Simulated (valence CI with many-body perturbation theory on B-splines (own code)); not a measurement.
**Level structure of Ar¹¹⁺**

Level of theory: relativistic CI+MBPT: five valence electrons over a frozen Dirac-Fock core [He], a basis of 11 s, 11 p, 10 d, 8 f, 5 g, 2 h functions for each j, with the one-electron correlation potential Σ1, the two-electron term Σ2, the three-electron term Σ3, Breit, model QED; selected CI, second order for the rest, scaled by the run's own slope (own B-spline code, finite nucleus).

No measured spectrum was set against this ion. As an estimate, levels of excited configurations hold to 0.05 to 0.15 % of their energy, terms of the ground configuration to about 0.5 %. Among the levels kept, up to 4900 cm⁻¹ of a level comes from second order outside the variational space, and about a tenth of that is noise between levels of different J, which matters for small intervals.

Levels 91 to 135 of 194, with energies above the lowest level, 2s2 2p3 4S°_3/2. "Leading %" is the weight of the configuration and term that name the level; weights of strongly mixed levels are sums over their largest components and can fall short. Lifetimes count E1, E2, E3, M1 and M2 decay at the calculated energies, and are blank where another channel may lead or the interval is too uncertain; long ones can be off by a factor of two.

| No. | Configuration | Term | J | E (eV) | Leading % | Second component | Lifetime |
| --- | --- | --- | --- | --- | --- | --- | --- |
| 91 | 2s 2p3 3d | 6D° | 9/2 | 417.70 | 99 |  | 689 ps |
| 92 | 2s 2p3 3s | 4P° | 1/2 | 417.84 | 95 |  | 3.71 ps |
| 93 | 2s 2p3 3s | 4P° | 3/2 | 417.91 | 94 |  | 3.61 ps |
| 94 | 2s 2p3 3s | 4P° | 5/2 | 418.11 | 91 |  | 3.52 ps |
| 95 | 2s 2p3 3s | 2P° | 1/2 | 422.86 | 96 |  | 2.46 ps |
| 96 | 2s 2p3 3s | 2P° | 3/2 | 422.97 | 93 |  | 2.42 ps |
| 97 | 2s 2p3 3p | 4D | 1/2 | 423.61 | 87 | 10 % 2s 2p3 3p 2P | 10.2 ps |
| 98 | 2s 2p3 3p | 4D | 3/2 | 423.65 | 77 | 14 % 2s 2p3 3p 2P | 6.93 ps |
| 99 | 2s 2p3 3p | 4D | 5/2 | 423.95 | 83 | 15 % 2s 2p3 3p 4F | 130 ps |
| 100 | 2s 2p3 3p | 4D | 7/2 | 424.24 | 81 | 18 % 2s 2p3 3p 4F | 108 ps |
| 101 | 2s 2p3 3p | 2P | 3/2 | 424.59 | 51 | 42 % 2s 2p3 3p 4F | 2.25 ps |
| 102 | 2s 2p3 3p | 4F | 3/2 | 424.90 | 51 | 28 % 2s 2p3 3p 2P | 3.98 ps |
| 103 | 2s 2p3 3p | 4F | 5/2 | 424.93 | 81 | 16 % 2s 2p3 3p 4D | 83.5 ps |
| 104 | 2s 2p3 3d | 4D° | 5/2 | 425.09 | 99 |  | 797 fs |
| 105 | 2s 2p3 3d | 4D° | 3/2 | 425.10 | 99 |  | 803 fs |
| 106 | 2s 2p3 3p | 4F | 7/2 | 425.11 | 79 | 19 % 2s 2p3 3p 4D | 133 ps |
| 107 | 2s 2p3 3d | 4D° | 1/2 | 425.12 | 99 |  | 802 fs |
| 108 | 2s 2p3 3d | 4D° | 7/2 | 425.14 | 99 |  | 774 fs |
| 109 | 2s 2p3 3p | 4F | 9/2 | 425.25 | 99 |  | 226 ps |
| 110 | 2s 2p3 3p | 2P | 1/2 | 425.27 | 85 | 11 % 2s 2p3 3p 4D | 1.35 ps |
| 111 | 2s 2p3 3p | 2F | 7/2 | 426.82 | 97 |  | 1.50 ps |
| 112 | 2s 2p3 3p | 2F | 5/2 | 426.95 | 96 |  | 1.47 ps |
| 113 | 2s 2p3 3p | 4P | 3/2 | 430.15 | 85 | 12 % 2s 2p3 3p 4S | 29.0 ps |
| 114 | 2s 2p3 3p | 4P | 5/2 | 430.42 | 97 |  | 20.7 ps |
| 115 | 2s 2p3 3p | 4P | 1/2 | 430.42 | 98 |  | 42.3 ps |
| 116 | 2s 2p3 3p | 2D | 3/2 | 432.02 | 89 | 5 % 2s 2p3 3p 2P | 1.12 ps |
| 117 | 2s 2p3 3p | 2D | 5/2 | 432.04 | 95 |  | 1.19 ps |
| 118 | 2s 2p3 3p | 4S | 3/2 | 433.50 | 86 | 12 % 2s 2p3 3p 4P | 43.3 ps |
| 119 | 2s 2p3 3p | 4D | 1/2 | 433.87 | 95 |  | 27.4 ps |
| 120 | 2s 2p3 3p | 4D | 3/2 | 433.96 | 95 |  | 27.1 ps |
| 121 | 2s 2p3 3p | 4D | 5/2 | 434.06 | 94 |  | 26.9 ps |
| 122 | 2s 2p3 3p | 4D | 7/2 | 434.23 | 95 |  | 39.9 ps |
| 123 | 2s 2p3 3s | 4S° | 3/2 | 434.36 | 94 |  | 4.16 ps |
| 124 | 2s 2p3 3s | 2D° | 5/2 | 435.13 | 96 |  | 2.31 ps |
| 125 | 2s 2p3 3s | 2D° | 3/2 | 435.18 | 96 |  | 2.38 ps |
| 126 | 2s 2p3 3p | 2P | 1/2 | 436.05 | 93 |  | 1.29 ps |
| 127 | 2s 2p3 3p | 2P | 3/2 | 436.81 | 69 | 22 % 2s 2p3 3p 4P | 1.61 ps |
| 128 | 2s 2p3 3p | 4P | 1/2 | 436.91 | 96 |  | 9.19 ps |
| 129 | 2s 2p3 3p | 4P | 3/2 | 437.03 | 74 | 21 % 2s 2p3 3p 2P | 4.04 ps |
| 130 | 2s 2p3 3p | 4P | 5/2 | 437.04 | 93 |  | 12.8 ps |
| 131 | 2s 2p3 3s | 2S° | 1/2 | 437.07 | 92 |  | 1.12 ps |
| 132 | 2s 2p3 3p | 2D | 3/2 | 437.60 | 96 |  | 1.41 ps |
| 133 | 2s 2p3 3p | 2D | 5/2 | 437.97 | 91 |  | 1.35 ps |
| 134 | 2s 2p3 3d | 4F° | 3/2 | 441.23 | 98 |  | 76.5 ps |
| 135 | 2s 2p3 3d | 4F° | 5/2 | 441.36 | 95 |  | 47.5 ps |

Names give the largest LS component (configuration and term), which can be under half, so a name can repeat, a term be missing and a line seem to break the LS rules; names also repeat where a configuration has a term twice.

Where two levels of one J and parity lie close, their mixing, g and order are uncertain.
